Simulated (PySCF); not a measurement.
# Reading the logs of faulty runs: B2CH6N

These are calculations, not measurements. The program is PySCF 2.14.0, an open-source quantum chemistry code, run on an isolated molecule that a program drew, which may never have been made. The molecule is B2CH6N (charge 0, doublet), drawn as the SMILES string `[BH]BCN`.

Each row is a Hartree-Fock (HF) and frozen-core CCSD(T) single point in the cc-pVDZ basis, meant for a local HF minimum. Run 1 is clean. Each other run has one planted mistake out of seven kinds, and not every kind appears here: one electron removed, one electron added, multiplicity raised by two, geometry at a saddle point, minimal basis STO-3G, one bond length entered in bohr, all coordinates scaled. The reference is restricted for singlets and unrestricted otherwise, and also for a bond in bohr. Adding or removing an electron swaps singlet and doublet. Electrons count all cores. HOMO and LUMO are orbital energies over both spins, the gradient is its largest component, and the lowest frequency (negative if imaginary) is given only where the gradient is small. Bond lengths are over the 9 bonds as drawn. T1 is the CCSD diagnostic: over 0.02 (restricted) or 0.045 (unrestricted) a single reference is doubtful.

Geometry of the clean run:
```xyz
10
B2CH6N, angstrom
B     0.1131    1.7645   -0.2637
B    -0.7527    0.6010   -0.9631
C    -0.1866   -0.7415   -1.6206
N    -0.9647   -1.3364   -2.7131
H     0.7184    2.6443    0.2463
H    -1.9504    0.7714   -0.9397
H    -0.1261   -1.4825   -0.8116
H     0.8456   -0.6331   -1.9662
H    -1.0337   -0.6814   -3.4747
H    -1.9126   -1.4855   -2.4077
```

| run | electrons | basis functions | <S^2> | HOMO (eV) | LUMO (eV) | gradient (hartree/bohr) | lowest frequency (cm^-1) | mean bond (Å) | longest bond (Å) | T1 | HF (hartree) | CCSD(T) (hartree) | mistake |
|---|---|---|---|---|---|---|---|---|---|---|---|---|---|
| 1 | 29 | 86 | 0.758 | -8.60 | 1.42 | 2.5e-05 | 62 | 1.2529 | 1.610 | 0.0157 | -145.09108 | -145.61420 | no fault |
| 2 | 29 | 86 | 3.785 | -5.30 | -1.14 | 6.7e-02 | - | 1.2529 | 1.610 | 0.0480 | -144.95227 | -145.47889 | multiplicity raised by two |
| 3 | 29 | 26 | 0.757 | -6.91 | 5.59 | 3.0e-02 | - | 1.2529 | 1.610 | 0.0157 | -143.25567 | -143.46664 | minimal basis STO-3G |
| 4 | 30 | 86 | 0.000 | -0.35 | 8.05 | 3.7e-02 | - | 1.2529 | 1.610 | 0.0163 | -145.06855 | -145.63376 | one electron added |
| 5 | 29 | 86 | 0.759 | -8.51 | 1.36 | 4.7e-02 | - | 1.3343 | 1.715 | 0.0170 | -145.05866 | -145.59416 | ? |
| 6 | 28 | 86 | 0.000 | -14.67 | -6.72 | 4.5e-02 | - | 1.2529 | 1.610 | 0.0288 | -144.81039 | -145.31884 | ? |

**Which mistake was planted in run 5, and what did it cost?**

The mean and the longest bond both change by the same factor, 1.065, and the gradient is no longer small. So the mistake is: all coordinates scaled. Subtracting run 1 and multiplying by 627.51 kcal/mol a hartree, the energy moved by 20.3 kcal/mol in HF and 12.6 kcal/mol in CCSD(T).

**Which mistake was planted in run 6, and what did it cost?**

It counts 28 electrons, one fewer than the clean run, at the same geometry and basis. So the mistake is: one electron removed. Subtracting run 1 and multiplying by 627.51 kcal/mol a hartree, the energy moved by 176.1 kcal/mol in HF and 185.3 kcal/mol in CCSD(T).

Cautions from the logs. Run 2: T1 is over the limit, so its CCSD(T) energy is less reliable; run 6: T1 is over the limit, so its CCSD(T) energy is less reliable.
